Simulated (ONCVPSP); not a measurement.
Rb, ONCV: configuration errors across variants

| Property | Result |
| --- | --- |
| Element | rubidium |
| Generator | ONCVPSP 4.0.1 |
| Type | optimised norm-conserving Vanderbilt (ONCV) |
| Functional | BLYP |
| Relativity | scalar-relativistic |
| Frozen core | [Ar] 3d10 |
| Valence charge | 9 |
| Reference configuration | 4s2 4p6 5s0.75 (charge +0.25) |
| Partial waves | 4s+5s: rc 2.50 bohr, ncon 4, nbas 7, qcut 3.9 1/bohr, 2 projectors; 4p: rc 1.90 bohr, ncon 5, nbas 8, qcut 7.5 1/bohr, 3 projectors, debl 0.7 Ha; d scattering state at 0.1 Ha: rc 1.85 bohr, ncon 4, nbas 8, qcut 4.4 1/bohr, 3 projectors, debl 0.5 Ha |
| Local potential | polynomial inside 1.20 bohr (lpopt 5, dvloc0 0 Ha) |
| Core correction | none |

All-electron excitation energies from the reference (eV): (1) 4s2 4p6 5s1 -0.662; (2) 4s2 4p6 5s0 3.531; (3) 4s2 4p6 5s0.5 0.913; (4) 4s2 4p5 5s1 20.240.

A true bound ghost makes a file unfit for plane-wave use even where its test errors are small: the radial tests pick states by their node count and pass the ghost by.

Errors AE − PS in meV (a dash: test not solved or not reliable):

```tsv
change	(1)	(2)	(3)	(4)	bound ghosts	GHOST(+) flags above zero
base	0.0	-0.1	0.0	+16	d	s, d
all radii scaled by about 0.77 (s 1.94, p 1.46, d 1.44 bohr); local potential polynomial inside 0.92 bohr (lpopt 5, dvloc0 0 Ha)	0.0	0.0	0.0	+35	s, p, d	p, d
all radii scaled by about 0.91 (s 2.26, p 1.72, d 1.68 bohr); local potential polynomial inside 1.08 bohr (lpopt 5, dvloc0 0 Ha)	0.0	-0.1	0.0	+14	p, d	s, d
all radii scaled by about 0.97 (s 2.42, p 1.84, d 1.80 bohr); local potential polynomial inside 1.16 bohr (lpopt 5, dvloc0 0 Ha)	0.0	-0.1	0.0	+15	d	s, d
all radii scaled by about 1.20 (s 3.02, p 2.28, d 2.22 bohr); local potential polynomial inside 1.44 bohr (lpopt 5, dvloc0 0 Ha)	0.0	-0.1	0.0	+18	d	none
all radii scaled by about 1.29 (s 3.22, p 2.46, d 2.38 bohr); local potential polynomial inside 1.56 bohr (lpopt 5, dvloc0 0 Ha)	0.0	-0.1	0.0	+18	d	d
```

Problem. Give the same row for: all radii scaled by about 1.11 (s 2.78, p 2.12, d 2.06 bohr); local potential polynomial inside 1.34 bohr (lpopt 5, dvloc0 0 Ha).

Solution. 0.0, -0.1, 0.0, +17; bound ghosts: d; GHOST(+) flags above zero: s, d.
